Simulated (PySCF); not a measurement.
**Where the electron goes**

GeH6OSi.
Structure used (PBE0-D3(BJ)/def2-SVP), in Å, numbered top down from 1:
```xyz
9
GeH6OSi angstrom
Si     1.6237   -0.0907    0.3398
O      0.1911    0.0335   -0.4809
Ge    -1.5024   -0.4258   -0.1926
H      1.9912   -1.5245    0.5666
H      2.6869    0.5658   -0.4728
H      1.5386    0.5822    1.6751
H     -1.5829   -1.9597   -0.0748
H     -2.2866    0.0868   -1.4075
H     -1.9788    0.2433    1.1109
```

Method used: PySCF, TDDFT B3LYP/def2-SVPD, vertical, gas phase, core orbitals frozen in the response. Relativistic effects, spin–orbit coupling among them, are left out although an element past zinc is present.

Frontier orbitals with the atoms that hold most of them (Löwdin shares over 4%, at most four atoms; ? is withheld):

| orbital | ε (eV) | atoms |
| --- | --- | --- |
| LUMO+2 | 0.69 | Si1 34%, Ge3 21%, H5 10%, H6 9% |
| LUMO+1 | -0.08 | Ge3 46%, H8 14%, H7 12%, H9 12% |
| LUMO | -0.60 | ? |
| HOMO | -8.22 | ? |
| HOMO-1 | -8.48 | O2 40%, Si1 17%, H5 13%, Ge3 9% |
| HOMO-2 | -9.51 | Ge3 24%, Si1 18%, H8 16%, H9 12% |
| HOMO-3 | -9.53 | Ge3 23%, Si1 19%, H7 18%, H4 13% |

Which atoms hold the LUMO, and with what shares?

Ge3 (bonded to O and 3 H) 29%; Si1 (bonded to O and 3 H) 18%; O2 (bonded to Ge and Si) 14%; H9 (bonded to Ge) 8%.

Give the leading atoms of the HOMO.

O2 (bonded to Ge and Si) 44%; Si1 (bonded to O and 3 H) 16%; H4 (bonded to Si) 11%; H6 (bonded to Si) 10%. By element: oxygen 44%, hydrogen 20% or more, silicon 16%.

How does S1 compare with the orbital gap of 7.62 eV?

S1 is at 6.50 eV (f = 0.0009), 1.12 eV below the gap, made of HOMO→LUMO (99%). 

One configuration dominates each of S1, S2, S3 and S4. Which, and how do the shares of the two leading atoms of either orbital change from the occupied to the empty one?

- S1 (6.50 eV, f 0.0009), HOMO→LUMO (99%): O2 44% → 14%, Si1 16% → 18%, Ge3 at most 10% → 29%
- S2 (6.81 eV, f 0.0039), HOMO-1→LUMO (98%): O2 40% → 14%, Si1 17% → 18%, Ge3 9% → 29%
- S3 (7.30 eV, f 0.040), HOMO→LUMO+1 (98%): O2 44% → at most 12%, Si1 16% → at most 12%, Ge3 at most 10% → 46%, H8 at most 10% → 14%
- S4 (7.62 eV, f 0.076), HOMO-1→LUMO+1 (96%): O2 40% → at most 12%, Si1 17% → at most 12%, Ge3 9% → 46%, H8 at most 9% → 14%

On an Arm Neoverse V1 with one thread, shared host, this took 9.9 s of wall time and 0.63 GiB of memory at its peak.
